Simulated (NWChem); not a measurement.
**HAl in NWChem**

```xyz
2

Al     0.0000     0.0000     0.1203
H      0.0000     0.0000    -1.5639
```
Charge 0, spin multiplicity 1.

Program: NWChem. All single points use one geometry, from PBE/def2-SVP, a minimum by its harmonic frequencies.

The correlated methods keep 5 core orbitals frozen. The Pople sets run with spherical d functions. The structure started from a generated list of species.

Worked example. A B2PLYP run in 6-31G* ends its self-consistent part (53 % exact exchange, 47 % B88, 73 % LYP) at -242.81811 Ha, and second-order perturbation theory on those orbitals gives -0.05516 Ha unscaled.

The perturbative term enters with the weight 0.27: -242.81811 + 0.27·(-0.05516) = -242.83300 Ha is the total energy.
